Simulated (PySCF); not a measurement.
A structure optimised at PBE-D3(BJ)/def2-SVP, used in a PySCF frequency run:

```
Si
H 1 1.5075
P 1 2.2823 2 107.37
H 3 1.4422 1 92.32 2 -168.05
H 3 1.4438 4 92.79 1 -94.18
P 1 2.2828 2 107.21 3 119.76
H 6 1.4422 1 92.42 2 -167.72
H 6 1.4423 7 92.93 1 -93.27
P 1 2.2854 2 113.26 6 116.41
H 9 1.4419 1 92.86 2 49.75
H 9 1.4425 10 92.92 1 93.80
```
Charge 0, spin multiplicity 1.

Task: Write its SMILES and formula.

Result: P[SiH](P)P, H7P3Si

Task: What are its rotational constants (standard atomic weights)?

Result: 2.0180, 1.9228, 1.0782 GHz
